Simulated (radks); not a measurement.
Tb, 65 electrons, occupied as [Xe] 4f9 6s2 (the NIST ground configuration).

All-electron calculation, scalar-relativistic Kohn-Sham, PBE, spin-polarised, spherical densities, finite nucleus; open shells are filled with parallel spins first (spin-orbit coupling, left out, can overturn this in heavy ions); Fermi nuclear charge, rms radius 5.06 fm. Program: a radial shooting solver on a logarithmic mesh with Libxc functionals.

Energy parts (eV):
total: -318595.89
kinetic: 342848.40
electron-nucleus: -778574.43
Hartree: 124097.69
exchange-correlation: -6967.55

Orbitals (lengths in bohr, moments of r in powers of bohr; r(max) is where P^2 peaks):
orbital,occ.,eigenvalue (eV),r(max)
1s up,1,-51851.38,0.01364
1s down,1,-51851.38,0.01364
2s up,1,-8595.209,0.07750
2s down,1,-8595.173,0.07750
2p up,3,-7638.214,0.06280
2p down,3,-7638.189,0.06280
3s up,1,-1906.856,0.2198
3s down,1,-1905.003,0.2197
3p up,3,-1611.645,0.2158
3p down,3,-1609.800,0.2157
3d up,5,-1226.650,0.1765
3d down,5,-1225.240,0.1764
4s up,1,-379.1663,0.5048
4s down,1,-374.9336,0.5047
4p up,3,-281.9684,0.5270
4p down,3,-277.7705,0.5269
4d up,5,-148.5228,0.5469
4d down,5,-144.3681,0.5467
4f up,7,-4.4672,0.5548
4f down,2,-0.8961,0.5573
5s up,1,-48.4076,1.178
5s down,1,-46.2210,1.188
5p up,3,-25.5215,1.343
5p down,3,-23.9423,1.360
5d up,0,-1.4774,2.072
5d down,0,-1.1258,2.203
6s up,1,-3.7814,3.483
6s down,1,-3.6301,3.568
6p up,0,-1.1983,4.783
6p down,0,-1.1557,4.886

The highest occupied level is 4f down at -0.896 eV. The configuration is held as typed, so some empty levels lie below it. The electron density at the nucleus is 7.203e+05 e/bohr^3 (large components only). The density falls to 0.001 e/bohr^3 at r = 5.19 bohr. Spin moment in Bohr magnetons: 5. The spin density at the nucleus is 2.79 e/bohr^3 (1s 0.01, 2s -0.73, 3s -12.35, 4s 2.01, 5s 12.29, 6s 1.56). Summed over all electrons, <r^2> = 79.64 bohr^2, which gives a Langevin (diamagnetic) susceptibility term of -63.1 x 10^-6 cm^3/mol.
